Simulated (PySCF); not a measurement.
Pt(2+) (platinum, charge +2) across methods

[Xe] 4f14 5d7 6p1, one real determinant (an excited configuration). Computed with PySCF 2.14 in aug-cc-pwCVTZ-PP with ECP60MDF, with scalar relativity through the core potential.

| method | E (hartree) | mean ε 5d α (eV) | mean ε 5d β (eV) | mean ε 6p α (eV) | Σ⟨r²⟩ (bohr²) | ⟨S²⟩ |
| --- | --- | --- | --- | --- | --- | --- |
| UHF | -117.23686 | -37.716 | -34.907 | -18.906 | 39.66 | 6.005 |
| HSE06 | -117.9376 | -32.360 | -30.163 | -17.077 | 39.22 | 6.001 |
| PBE0 | -117.9398 | -32.786 | -30.575 | -17.466 | 39.19 | 6.001 |
| revPBE | -118.0235 | -30.803 | -28.771 | -16.765 | 39.16 | 6.001 |
| PBE | -117.9670 | -30.846 | -28.789 | -16.810 | 39.19 | 6.001 |
| r2SCAN | -117.9906 | -31.380 | -29.009 | -16.938 | 39.06 | 6.002 |
| PBEsol | -117.8014 | -30.815 | -28.685 | -16.840 | 39.18 | 6.001 |
| LDA | -117.7048 | -30.935 | -28.799 | -16.973 | 39.27 | 6.000 |

⟨L²⟩ = 13.85 against 20 for a pure G term, so this real determinant mixes terms. Energies and moments cover only the electrons outside the core potential. Spin-orbit coupling, absent here, splits the open shell strongly.
